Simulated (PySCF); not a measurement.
O2W, SMILES [O]=[W]=[O], multiplicity 1. Geometry: PBE0-D3(BJ)/def2-TZVP. The spin state was assumed, not searched. The def2 effective core potentials stand for the cores of W; spin–orbit coupling is left out.

Computed equilibrium geometry at PBE0-D3(BJ)/def2-TZVP (PySCF confirms it by a frequency run) as bond lengths and angles, and its point group:
point group C2v.
Atoms: W1 O2 O3. Bonds (Å): W1–O2 1.677, W1–O3 1.677. Bond angles (°): O2–W1–O3 104.2.
Charge 0, spin multiplicity 1.
